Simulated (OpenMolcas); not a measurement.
An atom or ion with 77 electrons was computed by SS-CASPT2, IPEA 0.25 Eh, imaginary shift 0.1 Eh with spin-orbit coupling (OpenMolcas, ANO-RCC-VTZP, DKH2). The lowest levels that the run gave, each within 12 % of the measured value where one is at hand:

| J | Parity | E (cm⁻¹) | g |
| --- | --- | --- | --- |
| 5/2 | even | 0.0 | 1.201 |
| 3/2 | even | 13190 | 0.800 |
| 9/2 | even | 27760 | 1.326 |
| 7/2 | even | 32840 | 1.189 |
| 5/2 | even | 36870 | 1.317 |
| 3/2 | even | 38240 | 0.809 |
| 5/2 | even | 42620 | 1.094 |
| 7/2 | even | 43680 | 1.174 |
| 1/2 | even | 48220 | 2.536 |
| 3/2 | even | 48500 | 1.230 |
| 5/2 | even | 50080 | 1.190 |
| 3/2 | even | 52570 | 1.340 |

Q: Which ion is it, and what are the configurations and terms?

A: Au2+ (Z = 79, charge +2; active space 9 electrons in 6 orbitals (5d 6s)). J, parity and g give the terms where levels are pure, and mixed ones are named by the computed weights; the size of the splittings, set against known spectra of the 77-electron sequence, gives the charge. In order, with the measured energies in cm⁻¹ (Iglesias, J. Res. Natl. Bur. Stand. 64A, 481 (1960)): 5d⁹ ²D_5/2, 5d⁹ ²D_3/2 (12694), 5d⁸ 6s ⁴F_9/2 (29754), 5d⁸ 6s ⁴F_7/2 [60 %] (35077), 5d⁸ 6s ²D_5/2 [40 %], 5d⁸ 6s ²D_3/2 [48 %], 5d⁸ 6s ⁴F_5/2 [69 %] (44426), 5d⁸ 6s ²F_7/2 [58 %] (45740), 5d⁸ 6s ⁴P_1/2 (49439), 5d⁸ 6s ⁴P_3/2 [53 %], 5d⁸ 6s ²F_5/2 [46 %], 5d⁸ 6s ²P_3/2 [43 %].

CASPT2 breaks the degeneracy within a term, and the mean is taken; among the terms shown or strongly mixed into the levels shown the widest spread is 530 cm-1 (5d⁸ 6s ⁴F). Some high roots are left out of the spin-orbit mixing, which shifts the levels that they would mix with. A single d shell beside an s shell can misplace configurations of different d count against each other. Computed and measured levels are paired by configuration, term and J; levels that our copy of the source lacks, or whose pairing is in doubt (as where it misses far off the trend of its configuration), stay unpaired and out of the deviations. Only configurations of the active space appear.

A share in square brackets marks a mixed level and gives the weight of the term that names it.
